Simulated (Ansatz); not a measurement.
`N[Si](Cl)(Cl)[Si](N)(Cl)Cl` + NH₃ → `N[Si](N)(Cl)Cl` + `N[SiH](Cl)Cl`  (cleavage of the Si–Si bond)

Gas-phase electronic energies from Ansatz, PBE0-D4/def2-TZVP geometries. CCSD(T)/CBS adds triple-zeta CCSD(T) − MP2 to the extrapolated MP2 energy (def2 sets, frozen cores). This one scheme is used for every species. DFT in def2-TZVPP. B3LYP here is the variant with VWN-RPA as its local correlation; programs differ in this. One conformer a species, not always the lowest.

CCSD(T)/CBS gives -79.7 kJ/mol.

Problem. Another level gave -87.9 kJ/mol. Which?
A. PBE-QIDH/def2-TZVPP
B. B3LYP-D4/def2-TZVPP
C. HF/def2-TZVPP
D. B3LYP/def2-TZVPP

Solution. D. B3LYP -87.9, PBE-QIDH -83.7, B3LYP-D4 -70.9, HF/def2-TZVPP -110.5 kJ/mol.

Largest T1 diagnostic among the species: 0.010.

From PBE to PBE0 (25 % exact exchange), in def2-TZVPP and without D4, ΔE moves by −9.6 kJ/mol. In def2-TZVPP, CCSD(T) changes the Hartree–Fock value by +28.3 kJ/mol (the triples alone add +5.4 kJ/mol) and MP2 by +25.6 kJ/mol.
